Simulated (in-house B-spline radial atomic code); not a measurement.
Response and correlation along the 12-electron series, closed shell [Ne] 3s2; the second-order energy is extrapolated in partial waves. Computed with a B-spline radial code for spherical atoms: relativistic RPA and second-order many-body perturbation theory on Dirac-Hartree-Fock.

| ion | Z | dipole polarisability (bohr³) | quadrupole polarisability (bohr⁵) | ratio of RPA to uncoupled dipole | second order correlation energy (Eh) | C6 of two such ions (Eh bohr⁶) |
| --- | --- | --- | --- | --- | --- | --- |
| Pr47+ | 59 | 0.0092779 | 0.00018832 | 1.1721 | -0.60931 | 0.00047729 |
| Nd48+ | 60 | 0.0085935 | 0.00016644 | 1.1726 | -0.61101 | 0.00042283 |
| Pm49+ | 61 | 0.0079673 | 0.00014732 | 1.1731 | -0.61269 | 0.00037511 |
| Sm50+ | 62 | 0.0073939 | 0.00013058 | 1.1738 | -0.61436 | 0.00033322 |
| Eu51+ | 63 | 0.0068677 | 0.0001159 | 1.1746 | -0.61603 | 0.00029638 |
| Gd52+ | 64 | 0.0063846 | 0.000103 | 1.1755 | -0.61767 | 0.00026394 |
| Tb53+ | 65 | 0.0059401 | 9.1647e-05 | 1.1764 | -0.61932 | 0.00023531 |

Question: How fast does the dipole polarisability fall along the series?

Answer: From 0.009278 to 0.00594 bohr³; a fit of its logarithm against log Z from Z = 59 to 65 has slope -4.60.
